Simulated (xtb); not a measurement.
xtb input (GFN1-xTB):

```bash
xtb mol.xyz --gfn 1 --sp --chrg -1 --uhf 0
```
mol.xyz:
```
12

C      2.37448486    -0.15503222     0.29547570
C      1.01288533    -0.26398422     0.20053783
C      0.06029789     0.67171240    -0.24689672
C     -1.33713357     0.45997030    -0.30670933
C     -2.12531577    -0.61491495     0.01931057
H      2.98093580    -0.97328610     0.66412678
H      2.89600473     0.75290023     0.00569068
H      0.59759750    -1.22179676     0.51971173
H      0.42439930     1.64258659    -0.57609986
H     -1.88989010     1.32306638    -0.68688310
H     -3.20024188    -0.56775277    -0.10578297
H     -1.72011772    -1.54222548     0.40892849
```

End of the output:

```
         :::::::::::::::::::::::::::::::::::::::::::::::::::::
         ::                     SUMMARY                     ::
         :::::::::::::::::::::::::::::::::::::::::::::::::::::
         :: total energy             -14.482642326247 Eh    ::
         :: gradient norm              0.015244969729 Eh/a0 ::
         :: HOMO-LUMO gap              2.716072755674 eV    ::
         ::.................................................::
         :: SCC energy               -14.725153857995 Eh    ::
         :: -> electrostatic           0.104010222291 Eh    ::
         :: repulsion energy           0.246278111651 Eh    ::
         :: dispersion energy         -0.003766579903 Eh    ::
         :: halogen bond corr.         0.000000000000 Eh    ::
         :: add. restraining           0.000000000000 Eh    ::
         :: total charge              -1.000000000000 e     ::
         :::::::::::::::::::::::::::::::::::::::::::::::::::::

           -------------------------------------------------
          |                Property Printout                |
           -------------------------------------------------

    * Orbital Energies and Occupations

         #    Occupation            Energy/Eh            Energy/eV
      -------------------------------------------------------------
         1        2.0000           -0.4287157             -11.6659
         2        2.0000           -0.4234417             -11.5224
         3        2.0000           -0.4047276             -11.0132
         4        2.0000           -0.3876972             -10.5498
         5        2.0000           -0.3644636              -9.9176
         6        2.0000           -0.3459446              -9.4136
         7        2.0000           -0.3275174              -8.9122
         8        2.0000           -0.3030840              -8.2473
         9        2.0000           -0.2907220              -7.9109
        10        2.0000           -0.2669879              -7.2651
        11        2.0000           -0.2606550              -7.0928
        12        2.0000           -0.2527689              -6.8782
        13        2.0000           -0.2191164              -5.9625
        14        2.0000           -0.1321739              -3.5966 (HOMO)
        15                         -0.0323601              -0.8806 (LUMO)
        16                          0.0552903               1.5045
Note: The following floating-point exceptions are signalling: IEEE_DENORMAL
normal termination of xtb
        17                          0.0818001               2.2259
        18                          0.0882809               2.4022
        19                          0.0926621               2.5215
        20                          0.1157150               3.1488
        21                          0.1205909               3.2814
        22                          0.1481717               4.0320
        23                          0.1587599               4.3201
        24                          0.3800058              10.3405
        25                          0.4045196              11.0075
       ...                                ...                  ...
        34                          0.7881524              21.4467
      -------------------------------------------------------------
                  HL-Gap            0.0998138 Eh            2.7161 eV
             Fermi-level           -0.0822670 Eh           -2.2386 eV

  Mulliken/CM5 charges         n(s)   n(p)   n(d)
     1C    -0.27809 -0.37970   1.005  3.273  0.000
     2C    -0.00743 -0.06614   1.048  2.959  0.000
     3C    -0.21985 -0.27698   1.017  3.203  0.000
     4C    -0.01490 -0.07377   1.048  2.967  0.000
     5C    -0.27342 -0.37539   1.004  3.270  0.000
     6H    -0.03207  0.02020   1.032  0.000  0.000
     7H    -0.02500  0.02732   1.025  0.000  0.000
     8H    -0.02417  0.03284   1.024  0.000  0.000
     9H    -0.03184  0.02415   1.032  0.000  0.000
    10H    -0.04277  0.01285   1.043  0.000  0.000
    11H    -0.03437  0.01794   1.034  0.000  0.000
    12H    -0.01609  0.03667   1.016  0.000  0.000

Wiberg/Mayer (AO) data.
largest (>0.10) Wiberg bond orders for each atom

 ---------------------------------------------------------------------------
     #   Z sym  total        # sym  WBO       # sym  WBO       # sym  WBO
 ---------------------------------------------------------------------------
     1   6 C    3.884 --     2 C    1.637     6 H    0.985     7 H    0.983
                             3 C    0.116     5 C    0.104
     2   6 C    3.995 --     1 C    1.637     3 C    1.327     8 H    0.971
     3   6 C    3.897 --     2 C    1.327     4 C    1.322     9 H    0.975
                             5 C    0.125     1 C    0.116
     4   6 C    3.992 --     5 C    1.634     3 C    1.322    10 H    0.974
     5   6 C    3.888 --     4 C    1.634    11 H    0.985    12 H    0.981
                             3 C    0.125     1 C    0.104
     6   1 H    1.011 --     1 C    0.985
     7   1 H    1.007 --     1 C    0.983
     8   1 H    1.010 --     2 C    0.971
     9   1 H    1.005 --     3 C    0.975
    10   1 H    1.013 --     4 C    0.974
    11   1 H    1.011 --     5 C    0.985
    12   1 H    1.008 --     5 C    0.981
 ---------------------------------------------------------------------------

Topologies differ in total number of bonds
Writing topology from bond orders to xtbtopo.mol

 dipole moment from electron density (au)
     X       Y       Z
  -0.1565   0.0739  -0.0435  total (Debye):    0.453

           -------------------------------------------------
          | TOTAL ENERGY              -14.482642326247 Eh   |
          | GRADIENT NORM               0.015244969729 Eh/α |
          | HOMO-LUMO GAP               2.716072755674 eV   |
           -------------------------------------------------

------------------------------------------------------------------------
------------------------------------------------------------------------
 total:
 SCF:
```

It need not be the lowest isomer of its formula. Whether it binds its extra electron was not tested at this geometry.
